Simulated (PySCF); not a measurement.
F₄Zr, SMILES [Zr-]([F])([F])([F])[F] (connectivity only; charge and spin as stated), charge -1, multiplicity 2.

Coordinates come from a B3LYP-D3(BJ)/def2-SVPD optimisation. The multiplicity is an assumed one; other spin states were not compared. The def2 effective core potentials stand for the cores of Zr; spin–orbit coupling is left out.

Two levels are set side by side: PBE/def2-TZVPD (PySCF) and M06-2X/def2-TZVPD (PySCF). Same geometry, gas phase. Differences are taken from unrounded values.

| quantity | PBE |
|---|---|
| α-spin orbital gap (eV) | 2.05 |
| β-spin orbital gap (eV) | 6.10 |
| mean polarisability (bohr³) | 95.6 |

Question: These are the PBE values. What does M06-2X give? (The exact figures need the calculation; the answer reports its results.)

Answer: 
| quantity | M06-2X | PBE minus M06-2X |
|---|---|---|
| α-spin orbital gap (eV) | 5.07 | -3.03 |
| β-spin orbital gap (eV) | 9.48 | -3.38 |
| mean polarisability (bohr³) | 62.8 | 32.7 |

Loosely held outer electrons make PBE densities more polarisable. Differences between two approximate levels are no errors against the true value.

Rough cost on one machine, each run with all the roots and properties that it gave: M06-2X against PBE within a factor of 2.
